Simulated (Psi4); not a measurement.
A dimer, CH4 ··· C2H2 (SMILES C and C#C); the first 5 atoms form monomer A.

```
9

C      0.0000     0.0000     0.0000
H     -0.5982    -0.8475    -0.3320
H     -0.4527     0.9250    -0.3545
H      0.0424     0.0104     1.0883
H      1.0085    -0.0879    -0.4018
C      3.2838    -0.1826    -1.2748
C      3.0355     0.7364    -0.5495
H      3.5030    -0.9986    -1.9193
H      2.8164     1.5524     0.0950
```

Question: What interaction energy does SAPT0/jun-cc-pVDZ, frozen core (Psi4 1.11) give, and which attractive term is the largest?

Answer: Total 3.64 kcal/mol: electrostatics -4.38, exchange 12.11, induction -1.44, dispersion -2.66. The most attractive term is electrostatics.
